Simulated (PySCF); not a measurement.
**Correlation energy of O⁺ (oxygen, charge +1)**

[He] 2s2 2p2 3s1, 3s spin antiparallel (an excited configuration). Computed with PySCF 2.14 in aug-cc-pwCVDZ, with no relativity, point nucleus. Frozen: nothing; 7 electrons correlated.

MP2 pair energies summed by pair of shells (mhartree):

```csv
pair,energy,share (%)
2s-2p,-34.85,35.4
1s-1s,-20.84,21.2
2s-2s,-20.01,20.3
2s-3s,-5.25,5.3
2p-2p,-5.21,5.3
2p-3s,-4.54,4.6
1s-2s,-4.11,4.2
1s-2p,-3.49,3.5
1s-3s,-0.21,0.2
```

Total MP2 correlation energy: -98.51 mhartree.

Same-spin part -15.41 and opposite-spin part -83.10 mhartree; SCS-MP2 scales them by 1/3 and 6/5 to -104.85 mhartree.
